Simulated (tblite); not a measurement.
A geometry optimisation, step by step.

Compound: C6H4BrN3.
Atom-mapped SMILES: `[Br:1][c:2]1[cH:3][cH:4][c:5]2[cH:6][n:7][n:8][n:9]2[cH:10]1` (hydrogens: H11 on C3; H12 on C4; H13 on C6; H14 on C10)

Computed with GFN2-xTB (tblite), gas phase: L-BFGS steps from a force-field or distance-geometry start until the largest atomic force falls under 0.01 eV/Å. 13 of its 20 geometries are shown.

Step 0: E = -753.7772 eV, largest atomic force 2.653 eV/Å
```
atom  x, y, z in Å  |  force x, y, z in eV/Å
Br1     3.668   -0.571   -0.129    0.213  -0.145  -0.020
C2      1.820   -0.266   -0.074   -0.689   1.445   0.134
C3      1.353    1.104   -0.053    0.258  -0.279  -0.135
C4      0.027    1.405   -0.021   -0.203  -0.821   0.162
C5     -0.912    0.331    0.036    1.247   0.364  -0.185
C6     -2.281    0.202    0.075   -1.052  -0.900   0.101
N7     -2.604   -1.117    0.094    2.647   0.182  -0.036
N8     -1.477   -1.825    0.067   -0.783   1.197  -0.057
N9     -0.425   -0.980    0.021   -0.673   0.009   0.103
C10     0.925   -1.272   -0.022   -1.166  -0.665  -0.026
H11     2.072    1.908   -0.090    0.095  -0.135   0.006
H12    -0.322    2.423   -0.005   -0.040  -0.034  -0.021
H13    -3.037    0.976    0.109    0.255  -0.339  -0.043
H14     1.193   -2.321   -0.031   -0.109   0.120   0.016
```

Step 2: E = -753.9258 eV, largest atomic force 0.405 eV/Å
```
atom  x, y, z in Å  |  force x, y, z in eV/Å
Br1     3.671   -0.574   -0.129   -0.182  -0.092  -0.003
C2      1.798   -0.244   -0.070   -0.319  -0.019   0.081
C3      1.358    1.102   -0.057   -0.113   0.149  -0.055
C4      0.025    1.393   -0.017    0.046  -0.040   0.075
C5     -0.899    0.335    0.032    0.087   0.112  -0.059
C6     -2.288    0.190    0.077    0.245   0.227   0.026
N7     -2.562   -1.112    0.094    0.023  -0.050   0.030
N8     -1.483   -1.807    0.066    0.394  -0.081  -0.044
N9     -0.432   -0.978    0.023   -0.079   0.145   0.014
C10     0.900   -1.276   -0.023   -0.154   0.010  -0.035
H11     2.075    1.905   -0.090    0.142  -0.041  -0.004
H12    -0.323    2.418   -0.006   -0.004  -0.205  -0.013
H13    -3.032    0.967    0.108    0.070  -0.279  -0.028
H14     1.190   -2.320   -0.031   -0.155   0.163   0.014
```

Step 3: E = -753.9395 eV, largest atomic force 0.305 eV/Å
```
atom  x, y, z in Å  |  force x, y, z in eV/Å
Br1     3.668   -0.577   -0.129   -0.295  -0.078   0.004
C2      1.784   -0.243   -0.068    0.089   0.042   0.029
C3      1.357    1.106   -0.059   -0.027   0.024  -0.014
C4      0.027    1.391   -0.014   -0.010   0.083   0.028
C5     -0.898    0.337    0.030    0.202   0.109  -0.014
C6     -2.280    0.194    0.078    0.027  -0.133   0.018
N7     -2.556   -1.111    0.095    0.125  -0.029   0.016
N8     -1.472   -1.807    0.064    0.078   0.065  -0.012
N9     -0.433   -0.974    0.024   -0.090   0.048  -0.021
C10     0.892   -1.274   -0.024    0.013  -0.078  -0.015
H11     2.079    1.903   -0.090    0.137  -0.015  -0.008
H12    -0.323    2.412   -0.006   -0.054  -0.058  -0.004
H13    -3.030    0.958    0.107   -0.028  -0.126  -0.019
H14     1.185   -2.316   -0.030   -0.166   0.147   0.012
```

Step 5: E = -753.9494 eV, largest atomic force 0.185 eV/Å
```
atom  x, y, z in Å  |  force x, y, z in eV/Å
Br1     3.650   -0.584   -0.129   -0.138  -0.091   0.004
C2      1.777   -0.240   -0.064    0.126   0.049  -0.017
C3      1.357    1.110   -0.061    0.096  -0.001   0.028
C4      0.029    1.394   -0.011    0.037   0.067  -0.024
C5     -0.891    0.342    0.028   -0.041  -0.023   0.032
C6     -2.273    0.191    0.079   -0.035  -0.072   0.003
N7     -2.547   -1.112    0.096   -0.002  -0.054   0.006
N8     -1.461   -1.805    0.062   -0.034  -0.017   0.009
N9     -0.433   -0.968    0.023    0.061   0.024  -0.041
C10     0.886   -1.271   -0.025    0.109   0.057   0.006
H11     2.088    1.900   -0.090    0.077  -0.023  -0.010
H12    -0.326    2.406   -0.006   -0.096   0.158   0.005
H13    -3.030    0.945    0.106   -0.066  -0.040  -0.007
H14     1.174   -2.309   -0.029   -0.093  -0.034   0.006
```

Step 6: E = -753.9528 eV, largest atomic force 0.160 eV/Å
```
atom  x, y, z in Å  |  force x, y, z in eV/Å
Br1     3.639   -0.589   -0.129    0.037  -0.105   0.000
C2      1.778   -0.239   -0.063    0.030   0.025  -0.024
C3      1.359    1.112   -0.061    0.053   0.039   0.035
C4      0.031    1.397   -0.011    0.021   0.041  -0.031
C5     -0.889    0.344    0.028   -0.075  -0.007   0.028
C6     -2.271    0.188    0.080   -0.070  -0.007   0.001
N7     -2.544   -1.114    0.097   -0.020  -0.053   0.003
N8     -1.457   -1.804    0.062   -0.014  -0.037   0.007
N9     -0.432   -0.966    0.021    0.094  -0.013  -0.027
C10     0.887   -1.268   -0.026    0.050   0.099   0.010
H11     2.094    1.899   -0.091    0.058  -0.010  -0.009
H12    -0.330    2.408   -0.007   -0.063   0.147   0.007
H13    -3.031    0.939    0.105   -0.060  -0.024  -0.002
H14     1.167   -2.307   -0.029   -0.041  -0.095   0.003
```

Step 8: E = -753.9561 eV, largest atomic force 0.180 eV/Å
```
atom  x, y, z in Å  |  force x, y, z in eV/Å
Br1     3.632   -0.599   -0.129    0.155  -0.091  -0.003
C2      1.780   -0.235   -0.064   -0.044  -0.002  -0.010
C3      1.362    1.116   -0.059   -0.035   0.053   0.013
C4      0.032    1.403   -0.011   -0.041   0.019  -0.009
C5     -0.890    0.346    0.029   -0.024   0.036  -0.004
C6     -2.272    0.185    0.081   -0.020  -0.002   0.001
N7     -2.542   -1.119    0.098    0.013  -0.018  -0.001
N8     -1.454   -1.806    0.062    0.040   0.000  -0.004
N9     -0.429   -0.963    0.019   -0.015   0.012   0.013
C10     0.890   -1.265   -0.026   -0.021   0.000   0.002
H11     2.103    1.897   -0.092    0.032   0.015  -0.003
H12    -0.336    2.415   -0.006    0.015   0.016   0.003
H13    -3.036    0.932    0.104   -0.054  -0.018   0.003
H14     1.159   -2.308   -0.028    0.000  -0.020  -0.001
```

Step 10: E = -753.9579 eV, largest atomic force 0.050 eV/Å
```
atom  x, y, z in Å  |  force x, y, z in eV/Å
Br1     3.637   -0.611   -0.129    0.038  -0.032   0.000
C2      1.780   -0.233   -0.064    0.007  -0.031   0.005
C3      1.362    1.121   -0.058   -0.025  -0.011  -0.015
C4      0.031    1.407   -0.012   -0.017  -0.015   0.011
C5     -0.892    0.349    0.030    0.019   0.040  -0.019
C6     -2.275    0.183    0.081   -0.009  -0.003  -0.001
N7     -2.540   -1.122    0.098    0.013   0.004  -0.003
N8     -1.449   -1.806    0.062    0.021   0.031  -0.002
N9     -0.428   -0.960    0.018   -0.028   0.029   0.023
C10     0.890   -1.263   -0.026   -0.013   0.002  -0.005
H11     2.109    1.897   -0.092   -0.026   0.009   0.006
H12    -0.339    2.421   -0.006    0.036  -0.030   0.000
H13    -3.043    0.927    0.104   -0.028  -0.036   0.005
H14     1.153   -2.309   -0.028    0.012   0.044  -0.003
```

Step 11: E = -753.9583 eV, largest atomic force 0.042 eV/Å
```
atom  x, y, z in Å  |  force x, y, z in eV/Å
Br1     3.639   -0.614   -0.129   -0.008  -0.017   0.001
C2      1.780   -0.233   -0.065    0.035  -0.007   0.003
C3      1.362    1.121   -0.058   -0.002  -0.034  -0.015
C4      0.030    1.408   -0.012    0.016  -0.011   0.008
C5     -0.892    0.350    0.029   -0.005   0.013  -0.010
C6     -2.275    0.182    0.081   -0.008   0.003  -0.003
N7     -2.539   -1.123    0.098    0.000   0.006  -0.004
N8     -1.448   -1.806    0.062    0.005   0.020   0.002
N9     -0.428   -0.959    0.019    0.003   0.026   0.012
C10     0.890   -1.262   -0.026   -0.010   0.006  -0.003
H11     2.110    1.897   -0.092   -0.038   0.002   0.006
H12    -0.338    2.421   -0.006    0.029  -0.014   0.000
H13    -3.044    0.925    0.104   -0.026  -0.033   0.005
H14     1.153   -2.309   -0.028    0.010   0.039  -0.003
```

Step 13: E = -753.9588 eV, largest atomic force 0.044 eV/Å
```
atom  x, y, z in Å  |  force x, y, z in eV/Å
Br1     3.641   -0.619   -0.129   -0.044   0.000   0.002
C2      1.782   -0.233   -0.064    0.027   0.009  -0.004
C3      1.362    1.120   -0.059    0.026  -0.022  -0.002
C4      0.030    1.408   -0.012    0.037  -0.012  -0.005
C5     -0.893    0.352    0.028   -0.024  -0.011   0.012
C6     -2.276    0.182    0.081   -0.008   0.005  -0.007
N7     -2.538   -1.123    0.098   -0.007   0.003  -0.002
N8     -1.446   -1.804    0.062   -0.012  -0.008   0.009
N9     -0.428   -0.956    0.020    0.029  -0.003  -0.011
C10     0.889   -1.261   -0.026    0.012   0.029   0.004
H11     2.108    1.898   -0.092   -0.030   0.001   0.003
H12    -0.336    2.421   -0.006    0.018   0.019   0.000
H13    -3.049    0.920    0.104   -0.028  -0.009   0.003
H14     1.153   -2.306   -0.028    0.003  -0.002  -0.002
```

Step 14: E = -753.9590 eV, largest atomic force 0.033 eV/Å
```
atom  x, y, z in Å  |  force x, y, z in eV/Å
Br1     3.642   -0.622   -0.129   -0.032   0.003   0.001
C2      1.783   -0.233   -0.065    0.001   0.007  -0.006
C3      1.362    1.119   -0.059    0.033  -0.001   0.004
C4      0.031    1.408   -0.012    0.009  -0.004  -0.008
C5     -0.894    0.353    0.028   -0.011  -0.013   0.016
C6     -2.277    0.182    0.081   -0.006   0.008  -0.006
N7     -2.538   -1.123    0.098   -0.001  -0.002  -0.001
N8     -1.445   -1.803    0.062   -0.009  -0.014   0.008
N9     -0.428   -0.954    0.020    0.011  -0.011  -0.015
C10     0.889   -1.259   -0.026    0.018   0.020   0.005
H11     2.107    1.898   -0.091   -0.013   0.007   0.001
H12    -0.334    2.421   -0.006    0.023   0.014   0.000
H13    -3.052    0.918    0.104   -0.023   0.000   0.001
H14     1.152   -2.304   -0.028    0.001  -0.014  -0.001
```

Step 16: E = -753.9592 eV, largest atomic force 0.024 eV/Å
```
atom  x, y, z in Å  |  force x, y, z in eV/Å
Br1     3.640   -0.623   -0.129   -0.002   0.001   0.000
C2      1.784   -0.233   -0.065   -0.014   0.004  -0.002
C3      1.363    1.119   -0.059    0.002   0.013   0.004
C4      0.032    1.407   -0.012   -0.009   0.001  -0.003
C5     -0.895    0.354    0.029    0.006  -0.003   0.003
C6     -2.278    0.182    0.080   -0.001   0.002  -0.001
N7     -2.537   -1.124    0.098    0.001  -0.003   0.001
N8     -1.445   -1.803    0.062    0.001  -0.004   0.000
N9     -0.427   -0.954    0.020   -0.008  -0.007  -0.003
C10     0.890   -1.258   -0.026   -0.003  -0.011   0.002
H11     2.106    1.899   -0.091    0.007   0.016  -0.001
H12    -0.332    2.422   -0.006    0.024  -0.002   0.000
H13    -3.055    0.916    0.105   -0.007  -0.003  -0.001
H14     1.152   -2.304   -0.028    0.001  -0.005   0.000
```

Step 17: E = -753.9592 eV, largest atomic force 0.018 eV/Å
```
atom  x, y, z in Å  |  force x, y, z in eV/Å
Br1     3.640   -0.624   -0.129    0.005   0.000  -0.001
C2      1.784   -0.233   -0.065   -0.010   0.000   0.000
C3      1.364    1.119   -0.059   -0.010   0.010   0.001
C4      0.032    1.407   -0.012   -0.005   0.000   0.001
C5     -0.895    0.354    0.029    0.007   0.003  -0.004
C6     -2.278    0.182    0.080    0.002  -0.005   0.002
N7     -2.537   -1.124    0.098   -0.001   0.000   0.002
N8     -1.445   -1.803    0.062    0.001   0.001  -0.002
N9     -0.427   -0.954    0.020   -0.010  -0.002   0.004
C10     0.890   -1.258   -0.026   -0.007  -0.012  -0.001
H11     2.106    1.899   -0.091    0.008   0.013  -0.001
H12    -0.331    2.422   -0.006    0.018  -0.001  -0.001
H13    -3.055    0.916    0.105    0.001  -0.006  -0.001
H14     1.152   -2.304   -0.028    0.002   0.000   0.000
```

Step 19: E = -753.9592 eV, largest atomic force 0.009 eV/Å
```
atom  x, y, z in Å  |  force x, y, z in eV/Å
Br1     3.640   -0.624   -0.129    0.001   0.001  -0.001
C2      1.784   -0.233   -0.065    0.000  -0.002   0.002
C3      1.364    1.119   -0.059   -0.001  -0.001  -0.001
C4      0.032    1.407   -0.012    0.001   0.002   0.003
C5     -0.895    0.354    0.029    0.000   0.002  -0.005
C6     -2.278    0.182    0.080    0.001  -0.005   0.003
N7     -2.537   -1.124    0.098   -0.004  -0.001   0.001
N8     -1.445   -1.804    0.062   -0.003   0.001  -0.002
N9     -0.428   -0.954    0.020   -0.003   0.001   0.005
C10     0.890   -1.259   -0.026   -0.002   0.000  -0.002
H11     2.106    1.900   -0.091    0.000   0.000   0.000
H12    -0.329    2.423   -0.006    0.003   0.005   0.000
H13    -3.056    0.915    0.105    0.006  -0.006  -0.002
H14     1.153   -2.304   -0.028    0.001   0.001   0.000
```

Task: Summarise the path.

Result: The energy falls by 17.57 kJ/mol from step 0 to step 19; nine tenths of that is first reached at step 4. It falls at every step. The largest force goes from 2.653 to 0.009 eV/Å. Among the bonds N7–N8 changes most, from 1.331 to 1.287 Å; the atoms move by 0.041 Å rms after alignment.

What follows is the cost of the whole relaxation. On one thread of an Arm Neoverse V1, shared host, this took 0.16 s of wall time.
